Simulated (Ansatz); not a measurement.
Consider the formal exchange of groups at the Si–N bond: `C=C[N]([GeH3])[SiH2]Cl` + `N[SiH3]` → `N[SiH2][SiH2]Cl` + `C=C[NH][GeH3]`.

Gas-phase electronic energies from Ansatz, PBE0-D4/def2-TZVP geometries. CCSD(T)/CBS is the MP2 limit (def2-TZVPP, def2-QZVPP) plus CCSD(T) − MP2 in def2-TZVPP, frozen cores. This one scheme is used for every species. Functionals use def2-TZVPP. For Ge outer-core shells are correlated without core-valence functions, which leaves a few kJ/mol of doubt a bond. Scalar relativity is left out up to krypton. Each species was taken in one conformer, which may not be the lowest.

`C=C[N]([GeH3])[SiH2]Cl`:

Cartesian coordinates in Å:
```
C 1.836 0.919 0.829
C 1.235 -0.150 0.309
N -0.055 -0.219 -0.214
Ge -1.110 1.319 -0.196
Si -0.718 -1.742 -0.647
Cl -1.698 -2.662 0.916
H 2.855 0.841 1.182
H 1.354 1.885 0.921
H 1.786 -1.088 0.258
H -1.277 1.808 1.249
H -0.419 2.389 -1.052
H -2.451 0.888 -0.799
H -1.724 -1.548 -1.711
H 0.388 -2.640 -1.045
```

`N[SiH3]`:

```xyz
7

N     0.025    0.624   -0.865
Si    0.062   -0.446    0.481
H     0.414    1.549   -0.776
H    -0.779    0.633   -1.472
H     1.446   -0.451    1.023
H    -0.856   -0.108    1.611
H    -0.312   -1.801   -0.002
```

`N[SiH2][SiH2]Cl`:

```xyz
10

N     0.452    1.479   -0.793
Si    0.215   -0.219   -0.914
Si   -0.259   -0.947    1.261
Cl   -1.643    0.392    2.036
H    -0.203    2.026   -0.257
H     0.811    2.004   -1.575
H     1.468   -0.842   -1.421
H    -0.891   -0.674   -1.811
H     0.922   -0.920    2.160
H    -0.873   -2.298    1.314
```

`C=C[NH][GeH3]`:

```xyz
11

C    -0.887    0.616   -1.893
C    -0.028    0.370   -0.903
N    -0.326    0.222    0.435
Ge    0.778   -0.645    1.626
H    -1.956    0.692   -1.721
H    -0.528    0.762   -2.901
H     1.035    0.300   -1.126
H    -1.311    0.257    0.648
H     0.747   -2.177    1.447
H     0.279   -0.272    3.028
H     2.197   -0.125    1.360
```

(1) Is it downhill or uphill in electronic energy at CCSD(T)/CBS, and by how much? (Best estimate.)

(2) What do these levels give: PBE0-D4, ωB97X-V, ωB97M-V, PBE, r2SCAN, PBE0, HF/def2-TZVPP, MP2/def2-TZVPP, SCS-MP2/def2-TZVPP, HF/def2-QZVPP, MP2/def2-QZVPP, MP2/CBS(def2)? (An estimate is asked.)

Largest T1 diagnostic among the species: 0.012.

Results:

(1) Computed: Uphill: ΔE = +18.9 kcal/mol.

(2) Computed: PBE0-D4 14.2, ωB97X-V 16.6, ωB97M-V 18.4, PBE 11.6, r2SCAN 15.5, PBE0 13.0, HF/def2-TZVPP 17.6, MP2/def2-TZVPP 21.5, SCS-MP2/def2-TZVPP 20.9, HF/def2-QZVPP 17.8, MP2/def2-QZVPP 21.4, MP2/CBS(def2) 21.2 kcal/mol.

The D4 term adds +2.2 kcal/mol with B3LYP and +1.2 kcal/mol with PBE0; it sums over pairs of atoms, weighted by their polarisabilities, and B3LYP, whose exchange is more repulsive, gets the larger term. In def2-TZVPP, CCSD(T) changes the Hartree–Fock value by +1.6 kcal/mol (the triples alone add +0.4 kcal/mol) and MP2 by +3.9 kcal/mol. From PBE to PBE0 (25 % exact exchange), in def2-TZVPP and without D4, ΔE moves by +1.4 kcal/mol.

B3LYP here is the variant with VWN-RPA as its local correlation; programs differ in this.
